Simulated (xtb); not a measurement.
xtb input (GFN1-xTB):

```bash
xtb mol.xyz --gfn 1 --sp --chrg -1 --uhf 0
```
mol.xyz:
```
11

N      1.14827058     1.16898731     0.71238163
Si     0.07455881     0.10677996     0.06097530
N     -0.74057974    -1.09763299     1.09830777
N      0.94354498    -0.80440230    -1.18941635
O     -1.34153576     0.64740820    -0.73703809
H      0.76285136     1.87469718     1.33250947
H     -1.74848840    -1.00208853     1.10196200
H     -0.40826627    -1.05551565     2.05246740
H      0.76989032    -1.80050978    -1.14671735
H      1.93863432    -0.64505616    -1.09345296
H     -1.08480955     1.08562372    -1.55302946
```

End of the output:

```
         :::::::::::::::::::::::::::::::::::::::::::::::::::::
         ::                     SUMMARY                     ::
         :::::::::::::::::::::::::::::::::::::::::::::::::::::
         :: total energy             -19.719218043938 Eh    ::
         :: gradient norm              0.030487293929 Eh/a0 ::
         :: HOMO-LUMO gap              5.746909743514 eV    ::
         ::.................................................::
         :: SCC energy               -19.881152812179 Eh    ::
         :: -> electrostatic           0.264168053107 Eh    ::
         :: repulsion energy           0.165571631028 Eh    ::
         :: dispersion energy         -0.003636862787 Eh    ::
         :: halogen bond corr.         0.000000000000 Eh    ::
         :: add. restraining           0.000000000000 Eh    ::
         :: total charge              -1.000000000000 e     ::
         :::::::::::::::::::::::::::::::::::::::::::::::::::::

           -------------------------------------------------
          |                Property Printout                |
           -------------------------------------------------

    * Orbital Energies and Occupations

         #    Occupation            Energy/Eh            Energy/eV
      -------------------------------------------------------------
         1        2.0000           -0.5285696             -14.3831
       ...           ...                  ...                  ...
         4        2.0000           -0.4428880             -12.0516
         5        2.0000           -0.3778484             -10.2818
         6        2.0000           -0.3262329              -8.8772
         7        2.0000           -0.3217136              -8.7543
         8        2.0000           -0.3176034              -8.6424
         9        2.0000           -0.2960811              -8.0568
        10        2.0000           -0.2751081              -7.4861
        11        2.0000           -0.2539095              -6.9092
        12        2.0000           -0.2379357              -6.4746
        13        2.0000           -0.1959041              -5.3308
        14        2.0000           -0.1800173              -4.8985
        15        2.0000           -0.1426387              -3.8814
        16        2.0000           -0.1310162              -3.5651 (HOMO)
        17                          0.0801788               2.1818 (LUMO)
Note: The following floating-point exceptions are signalling: IEEE_DENORMAL
normal termination of xtb
        18                          0.0904263               2.4606
        19                          0.0938653               2.5542
        20                          0.1400087               3.8098
        21                          0.1439533               3.9172
        22                          0.1526884               4.1549
        23                          0.1989118               5.4127
        24                          0.2151760               5.8552
        25                          0.2673500               7.2750
        26                          0.3897805              10.6065
        27                          0.4513455              12.2817
       ...                                ...                  ...
        37                          1.7052080              46.4011
      -------------------------------------------------------------
                  HL-Gap            0.2111950 Eh            5.7469 eV
             Fermi-level           -0.0254187 Eh           -0.6917 eV

  Mulliken/CM5 charges         n(s)   n(p)   n(d)
     1N    -0.69526 -0.92960   1.484  4.211  0.000
     2Si    0.37061  0.42455   0.882  1.671  1.076
     3N    -0.55027 -0.95391   1.448  4.103  0.000
     4N    -0.55190 -0.95531   1.449  4.103  0.000
     5O    -0.59717 -0.76744   1.679  4.918  0.000
     6H     0.13193  0.32553   0.868  0.000  0.000
     7H     0.15591  0.35147   0.844  0.000  0.000
     8H     0.13950  0.33373   0.861  0.000  0.000
     9H     0.14740  0.34227   0.853  0.000  0.000
    10H     0.15528  0.35155   0.845  0.000  0.000
    11H     0.29398  0.47717   0.706  0.000  0.000

Wiberg/Mayer (AO) data.
largest (>0.10) Wiberg bond orders for each atom

 ---------------------------------------------------------------------------
     #   Z sym  total        # sym  WBO       # sym  WBO       # sym  WBO
 ---------------------------------------------------------------------------
     1   7 N    2.960 --     2 Si   1.864     6 H    0.933
     2  14 Si   5.236 --     1 N    1.864     5 O    1.091     4 N    1.065
                             3 N    1.047
     3   7 N    3.048 --     2 Si   1.047     8 H    0.955     7 H    0.949
     4   7 N    3.045 --     2 Si   1.065     9 H    0.951    10 H    0.949
     5   8 O    2.065 --     2 Si   1.091    11 H    0.883
     6   1 H    0.992 --     1 N    0.933
     7   1 H    0.989 --     3 N    0.949
     8   1 H    1.005 --     3 N    0.955
     9   1 H    0.994 --     4 N    0.951
    10   1 H    0.992 --     4 N    0.949
    11   1 H    0.939 --     5 O    0.883
 ---------------------------------------------------------------------------

Topologies differ in total number of bonds
Writing topology from bond orders to xtbtopo.mol

 dipole moment from electron density (au)
     X       Y       Z
  -0.8936  -0.6458  -0.1654  total (Debye):    2.834

           -------------------------------------------------
          | TOTAL ENERGY              -19.719218043938 Eh   |
          | GRADIENT NORM               0.030487293929 Eh/α |
          | HOMO-LUMO GAP               5.746909743514 eV   |
           -------------------------------------------------

------------------------------------------------------------------------
------------------------------------------------------------------------
 total:
 SCF:
```

It need not be the lowest isomer of its formula. Whether it binds its extra electron was not tested at this geometry.
